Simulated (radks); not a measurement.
Removal energies from the platinum ion Pt7+, [Xe] 4f14 5d3, by Delta-SCF beside the eigenvalue of the level emptied. All-electron calculation, non-relativistic Kohn-Sham, PBE, spin-polarised, spherical densities, point nucleus. Program: a radial shooting solver on a logarithmic mesh with Libxc functionals. Open shells are filled with parallel spins first.

removed from         final configuration  Delta-SCF (eV)  -eigenvalue (eV)
5d                         [Xe] 4f14 5d2          111.06            102.68
5p            [Kr] 4d10 4f14 5s2 5p5 5d3          159.23            149.89
5s            [Kr] 4d10 4f14 5s1 5p6 5d3          190.41            180.57
4f                         [Xe] 4f13 5d3          204.80            188.43
